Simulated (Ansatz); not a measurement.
A nudged elastic band was laid between two geometries of H3P + H8N4Zr (17 atoms, charge 0, multiplicity 1).

Computed with Ansatz 0.2.0, RHF/def2-SVP.

```
movable images  : 7
climbing image  : yes
spring          : 5.0 eV/Å²
optimiser       : quadratic models (default)
start path      : through a guess of the saddle point
force threshold : 0.03 eV/Å
iteration limit : 60
end points      : relaxed
```

Initial state:

```xyz
17
Properties=species:S:1:pos:R:3
Zr 0.557 -0.148 0.092
N 1.241 -0.181 2.040
H 0.657 -0.102 2.855
H 2.196 -0.237 2.350
N 2.130 0.175 -1.206
H 2.758 -0.538 -1.536
H 2.376 1.037 -1.662
N -0.826 1.378 -0.072
H -1.675 1.389 -0.611
H -0.754 2.265 0.399
N -0.303 -1.966 -0.387
H -0.529 -2.719 0.240
H -0.531 -2.264 -1.321
P -4.412 0.486 0.904
H -3.797 -0.785 0.881
H -5.632 0.037 1.461
H -3.844 0.892 2.131
```

Final state:

```xyz
17
Properties=species:S:1:pos:R:3
Zr -0.607 -0.165 -0.069
N -0.231 1.004 2.154
H -0.038 0.384 2.924
H 0.529 1.663 2.096
N 1.302 -0.833 0.383
H 1.800 -1.468 -0.216
H 1.881 -0.643 1.182
N -0.717 1.730 -0.883
H -1.571 2.121 -1.246
H 0.026 2.376 -1.080
N -1.073 -1.340 -1.692
H -1.275 -2.325 -1.685
H -1.197 -1.004 -2.631
P -2.823 -0.872 1.381
H -3.077 -2.180 0.916
H -2.260 -1.253 2.626
H -1.056 1.528 2.397
```

Task: Which bonds break or form, and what moves?

Result: Bonds broken: P14–H17. Bonds formed: Zr1–P14, N2–H17. H3P + H8N4Zr becomes H11N4PZr.

Task: Give the energies along the band, and the barrier.

Result: The run converged. The highest image is number 5 of 0 to 8, 138.7 kJ/mol above the first end and 150.2 kJ/mol above the last; the last end lies 11.5 kJ/mol below the first. Neighbouring images differ by up to 1.4 eV, so the band resolves the path poorly. A vibrational analysis at the climbing image gives one clearly imaginary mode, 1687i cm⁻¹: a first-order saddle point. The orbitals stay closed-shell, which can raise the energy where a bond breaks towards radicals; this wasn't checked here.

```csv
image,path coordinate (Å),energy (kJ/mol),P14–H17 (Å),Zr1–P14 (Å),N2–H17 (Å)
0,0.00,0.0,1.41,5.07,5.20
1,2.15,0.7,1.41,4.90,3.99
2,4.30,0.8,1.41,4.88,3.48
3,6.45,1.4,1.41,5.09,3.29
4,8.60,3.0,1.41,4.22,2.84
5,10.75,138.7,1.78,3.27,1.33
6,13.31,25.6,3.10,2.84,1.01
7,15.88,10.5,2.94,2.77,1.01
8,18.45,-11.5,3.15,2.74,1.01
```

Task: What is the geometry of the highest image?

Result: 
```xyz
17
Properties=species:S:1:pos:R:3
Zr -0.103 -0.018 -0.120
N -0.039 -0.224 2.093
H 0.273 -1.074 2.536
H 0.252 0.546 2.675
N 1.851 0.148 -0.702
H 2.602 -0.476 -0.457
H 2.225 0.854 -1.314
N -0.918 1.775 -0.676
H -1.896 1.949 -0.835
H -0.406 2.618 -0.874
N -0.771 -1.783 -0.915
H -1.733 -2.073 -0.943
H -0.222 -2.437 -1.448
P -3.012 -0.244 1.346
H -3.536 -1.364 2.026
H -3.587 0.769 2.143
H -1.367 -0.246 2.022
```

The band took 47 iterations and roughly 40 core-minutes.

Time of the run: 9.6 min on 4 threads of Arm Neoverse V2, with other jobs on the host, peak memory 0.5 GiB.
